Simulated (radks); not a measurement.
The numbers below are computed, except where a source is named.
Species: Tb I. Configuration: [Xe] 4f9 6s2. Code: a radial shooting solver on a logarithmic mesh with Libxc functionals. Model: scalar-relativistic Kohn-Sham, PBE, spin-polarised, spherical densities, finite nucleus; open shells are filled with parallel spins first (spin-orbit coupling, left out, can overturn this in heavy ions); Fermi nuclear charge, rms radius 5.06 fm; hard spherical wall at 15 bohr. Some entries of the table are withheld. Estimate them.

orbital  occ.  eigenvalue (eV)  <1/r> (bohr^-1)
1s up       1        -51851.37            73.09
1s down     1        -51851.37            73.09
2s up       1        -8595.206            16.97
2s down     1        -8595.169            16.97
2p up       3        -7638.211            15.81
2p down     3        -7638.185            15.81
3s up       1        -1906.852            6.235
3s down     1        -1905.000            6.240
3p up       3        -1611.641            5.853
3p down     3        -1609.796            5.858
3d up       5        -1226.646            5.553
3d down     5        -1225.236            5.557
4s up       1        -379.1627            2.627
4s down     1        -374.9301            2.627
4p up       3        -281.9649            2.412
4p down     3        -277.7670            2.411
4d up       5        -148.5192            2.124
4d down     5        -144.3646            2.122
5s up       1         -48.4041            1.003
5s down     1         -46.2176           0.9886
5p up       3         -25.5182           0.8366
5p down     3         -23.9390           0.8192
4f up       7              (1)            1.522
6s up       1          -3.7791           0.3038
6s down     1          -3.6278           0.2967
5d up       0              (2)           0.4171
6p up       0          -1.1820           0.2140
6p down     0          -1.1367           0.2096
5d down     0              (3)           0.3815
4f down     2              (4)            1.464
7s up       0           0.3533           0.1455
7s down     0           0.3663           0.1449

Answer. 
(1) 4f up eigenvalue (eV): -4.4637
(2) 5d up eigenvalue (eV): -1.4738
(3) 5d down eigenvalue (eV): -1.1208
(4) 4f down eigenvalue (eV): -0.8926
